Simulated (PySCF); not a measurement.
Input of a run (PBE0-D3(BJ)/def2-SVP geometry optimisation, gas phase (PySCF 2.14.0)), started from a GFN2-xTB structure with every atom displaced at random (by about 0.01 Å):
```
{"job": {"xc": "PBE0", "basis": "def2-SVP", "d3": "d3bj", "grid": 1, "shake": 0.01, "kind": "geom"}, "charge": 0, "multiplicity": 1}
B     -0.533730     1.129050    -0.932750
N     -0.377560     0.031660    -0.125790
C     -1.515080    -0.848430     0.179190
B      0.919280    -0.350910     0.470280
N      2.091520     0.309440     0.316850
F      0.893770    -1.453070     1.241690
H     -1.607270     1.386330    -1.370880
H      0.369790     1.857770    -1.184720
H     -1.299350    -1.848670    -0.162830
H     -1.640680    -0.910380     1.278260
H     -2.412530    -0.470810    -0.264450
H      2.210240     1.147180    -0.216300
H      2.907430     0.003970     0.761140
```

Output (energies in Eh, forces in Eh/bohr):
```
step   0  E = -300.96900335  max force = 0.042740
step   1  E = -300.97421667  max force = 0.007071
step   2  E = -300.97435845  max force = 0.002166
step   3  E = -300.97436533  max force = 0.000721
step   4  E = -300.97436353  max force = 0.000720
step   5  E = -300.97436656  max force = 0.000373
optimisation converged
```

Question: Summarise the run.

Answer: The energy falls by 0.146 eV over 6 energy and gradient evaluations, the largest force component goes from 0.0427 to 3.7e-04 Eh/bohr, and the atoms move by 0.039 Å rms after alignment. The bond that changes most is B4–N5 (three-coordinate boron to boron-bound nitrogen), which lengthens by 0.042 Å. Bonds longer at the end by more than 0.005 Å: 8 of 12; shorter: 3. Among the angles that change most is H9–C3–H11, from 111.3° to 108.6°. The energy rose by more than 1e-6 Eh at step 4. The first step brought 97 % of the lowering.

Question: What are the final bond lengths?

Answer: B1–N2 1.401 Å, N2–C3 1.459 Å, N2–B4 1.459 Å, B4–N5 1.396 Å, B4–F6 1.345 Å, B1–H7 1.210 Å, B1–H8 1.211 Å, C3–H9 1.101 Å, C3–H10 1.101 Å, C3–H11 1.097 Å, N5–H12 1.009 Å, N5–H13 1.010 Å. Numbering counts from 1 in the input's order; the species is `BN(C)B(N)F`.

The run used 119 basis functions and 36 SCF cycles in all. The run took 27 s on one thread, Arm Neoverse V1 (aarch64), no GPU, shared host with 32 logical CPUs at a one-minute load of 8.5, and the process peaked at 0.52 GiB of memory.

Whether it is a minimum is left open (no frequencies). The numbers are those of one conformer.

Conformer computed: `[BH2:1][N:2]([CH3:3])[B:4]([NH2:5])[F:6]`: B1–N2–B4–N5 0°, H–N5–B4–N2 1°, H–N5–B4–N2 179°.
